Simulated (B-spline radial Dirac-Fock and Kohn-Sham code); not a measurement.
# X-ray form factors of platinum in several charge states

Model: relativistic Hartree-Fock (Dirac-Fock) wave functions, averaged over the configuration. Program: a radial atomic solver.

Configurations: Pt⁶³⁺ [Ne] 3s2 3p3; Pt⁶⁴⁺ [Ne] 3s2 3p2; Pt⁶⁵⁺ [Ne] 3s2 3p1. The first column is f₀ of Pt⁶³⁺, the others are differences from it.

| s (Å⁻¹) | Pt⁶³⁺ | Δ Pt⁶⁴⁺ | Δ Pt⁶⁵⁺ |
| --- | --- | --- | --- |
| 0 | 15.000 | -1.000 | -2.000 |
| 0.05 | 14.996 | -0.999 | -1.999 |
| 0.1 | 14.984 | -0.997 | -1.995 |
| 0.15 | 14.965 | -0.994 | -1.989 |
| 0.2 | 14.938 | -0.990 | -1.980 |
| 0.25 | 14.903 | -0.984 | -1.968 |
| 0.3 | 14.861 | -0.977 | -1.955 |
| 0.35 | 14.811 | -0.969 | -1.939 |
| 0.4 | 14.754 | -0.960 | -1.920 |
| 0.45 | 14.690 | -0.949 | -1.899 |
| 0.5 | 14.619 | -0.938 | -1.877 |
| 0.6 | 14.457 | -0.911 | -1.825 |
| 0.7 | 14.269 | -0.881 | -1.765 |
| 0.8 | 14.059 | -0.848 | -1.698 |
| 0.9 | 13.827 | -0.811 | -1.625 |
| 1 | 13.577 | -0.771 | -1.547 |
| 1.1 | 13.310 | -0.730 | -1.464 |
| 1.2 | 13.029 | -0.687 | -1.378 |
| 1.4 | 12.436 | -0.597 | -1.200 |
| 1.6 | 11.817 | -0.507 | -1.020 |

Values without a named source are computed, but for edge energies of neutral atoms, which are taken from tables.
